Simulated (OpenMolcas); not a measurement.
OpenMolcas input wanted

C3H9Al has 13 atoms, charge 0, and is taken as a singlet. SMILES: `[CH3][Al]([CH3])[CH3]`. Geometry: relaxed at PBE0-D4/def2-TZVP.

```xyz
13

C    -0.4941    1.7041   -0.8276
Al    0.0402   -0.0036   -0.0309
C     1.2214   -0.0272    1.5313
C    -0.6863   -1.6806   -0.7353
H     0.2634    2.4832   -0.7031
H    -1.4054    2.0748   -0.3415
H    -0.7239    1.6182   -1.8934
H     1.9169    0.8167    1.5461
H     1.8027   -0.9505    1.6071
H     0.6268    0.0435    2.4508
H    -0.9098   -1.6268   -1.8045
H    -1.6312   -1.9198   -0.2313
H    -0.0207   -2.5321   -0.5678
```

Settings wanted:

```
method                 : HF
reference              : RHF
integral approximation : RICD
basis set              : 6-31G
task                   : energy
nucleus                : point
d and f functions      : spherical
```

Problem. Write the OpenMolcas 26.06 input and the command.

Solution. One that was run (others would do as well):

step1.input:
```
>>> EXPORT MOLCAS_PRINT=2
&gateway
basisset
C.6-31G....
C1 -0.494100 1.704120 -0.827550 angstrom
C3 1.221370 -0.027200 1.531300 angstrom
C4 -0.686290 -1.680610 -0.735260 angstrom
End of Basis
basisset
Al.6-31G....
Al2 0.040170 -0.003580 -0.030910 angstrom
End of Basis
basisset
H.6-31G....
H5 0.263360 2.483150 -0.703080 angstrom
H6 -1.405360 2.074820 -0.341540 angstrom
H7 -0.723910 1.618210 -1.893400 angstrom
H8 1.916950 0.816720 1.546080 angstrom
H9 1.802660 -0.950480 1.607140 angstrom
H10 0.626840 0.043510 2.450840 angstrom
H11 -0.909840 -1.626780 -1.804530 angstrom
H12 -1.631190 -1.919800 -0.231290 angstrom
H13 -0.020650 -2.532080 -0.567790 angstrom
End of Basis
ricd
&seward
&scf
prorbitals
0
```

```bash
$ export MOLCAS_MEM=1860
$ pymolcas step1.input > step1.log
```

Calculated total energy: -360.70160 Eh.
